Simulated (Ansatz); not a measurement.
This geometry of BGaH5N (8 atoms, charge 0, multiplicity 1) is a first-order saddle point.

All numbers below come from RKS PBE-D4/def2-SVP (Ansatz).

```xyz
8
Properties=species:S:1:pos:R:3
B -0.896 0.512 -1.417
Ga -0.518 -0.109 0.552
N 1.250 -0.413 0.957
H -2.015 0.750 -1.835
H 0.019 0.654 -2.211
H -1.458 -0.379 1.793
H 1.599 -0.717 1.869
H 2.018 -0.299 0.291
```

Problem. Which two structures does it join? (They come from a converged band through this point; their orientation in space is the band's.)

Solution. No bond is made or broken. The dihedral H5–B1–Ga2–N3 goes from -93 to 89°. The two ends are copies of one structure, up to a mirror image or an exchange of like atoms.

Image 0:

```xyz
8
Properties=species:S:1:pos:R:3
B -0.777 0.887 -1.333
Ga -0.282 0.191 0.559
N 1.026 -1.061 0.827
H -1.635 0.355 -2.017
H -0.265 1.885 -1.810
H -0.948 0.640 1.925
H 1.288 -1.407 1.752
H 1.594 -1.490 0.095
```

Image 6:

```xyz
8
Properties=species:S:1:pos:R:3
B -0.791 0.878 -1.333
Ga -0.285 0.184 0.556
N 1.042 -1.048 0.828
H -0.304 1.894 -1.801
H -1.630 0.327 -2.024
H -0.961 0.619 1.921
H 1.307 -1.387 1.755
H 1.622 -1.467 0.099
```

Problem. How far does it lie above each of them?

Solution. 0.064 eV above the first and 0.064 eV above the second. This is the barrier of this one path; another mechanism may lie lower.

Run time: 94 s on 1 thread of Arm Neoverse V1, on a shared host, peak memory 0.12 GiB.
